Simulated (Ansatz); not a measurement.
Ansatz (a quantum-chemistry and plane-wave program) input (PBE/def2-TZVPD):

Ansatz 0.2 input:
```yaml
crystal:
  periodic: [false, false, false]
  atoms:
    - {symbol: K, position_ang: [-0.00000000, -0.00000000, -0.89756538]}
    - {symbol: O, position_ang: [0.00000000, 0.00000000, 1.78623276]}
    - {symbol: H, position_ang: [0.00000000, 0.00000000, 2.76388022]}
basis:
  gaussian:
    orbitals: def2-TZVPD
hamiltonian:
  xc: {name: PBE}
total_charge: 1
magnetization: {spin_polarized: true, initial_magnetization: 1}
output: {forces: true}
```

Output:

```
Functional definition: PBE
integrals: 0.02 GiB planned
565 factors; their error is unknown
mean field: 0.22 GiB planned
mean field evaluation 1: about -18319.4894 eV, gradient 1.0e2 eV
mean field evaluation 2: about -17823.0743 eV, gradient 1.5e2 eV
mean field evaluation 4: about -18367.2299 eV, gradient 4.5e1 eV
mean field evaluation 8: about -18373.9884 eV, gradient 4.9e-1 eV
mean field evaluation 16: about -18373.9694 eV, gradient 2.3e-5 eV
mean field -18373.96936098 eV, -675.2309196923 hartree, gradient 2.3e-5 eV, S^2 0.752229; 1 other end points of the search recorded, 0 dependent functions left out
the calculation of the forces begins
reference -18373.96940828 eV, -675.2309214306 hartree; 14, 13 occupied and 71, 72 virtual orbitals, 565 factors
Total energy: -18373.96940828 eV, -675.2309214306 hartree
Atom 0 at    -0.000000    -0.000000    -0.897565 Å, force     0.000000    -0.000000    -0.023491 eV/Å
Atom 1 at     0.000000     0.000000     1.786233 Å, force    -0.000000     0.000000    -0.389208 eV/Å
Atom 2 at     0.000000     0.000000     2.763880 Å, force     0.000000    -0.000000     0.412699 eV/Å
Dipole moment:     0.000000     0.000000    -0.383843 e Å
```
